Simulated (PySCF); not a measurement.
C4, SMILES [C]1[C+]2[C][C-]12 (connectivity only; charge and spin as stated), neutral, multiplicity 1. Coordinates come from a PBE-D3(BJ)/def2-TZVP optimisation.

Method: PBE-D3(BJ)/def2-TZVP (PySCF).

Harmonic wavenumbers (cm⁻¹): 146, 538, 927, 1021, 1252, 1340. Rotational constants (GHz): 37.12, 13.56, 9.931; symmetry number 4.

Task: Work out the zero-point energy and the ideal-gas rigid-rotor harmonic-oscillator thermochemistry at 298.15 K and 1 atm.

Result: ZPE = ½ Σ hcν = ½ × 5224 cm⁻¹ = 31.25 kJ/mol. H − E(el) = 43.67 kJ/mol. Entropy in J/(mol K): translation 157.04, rotation 79.23, vibration 14.90, total 251.16. G − E(el) = -31.22 kJ/mol. Cp = 50.81 J/(mol K). Modes under 150 cm⁻¹ make the vibrational entropy uncertain.
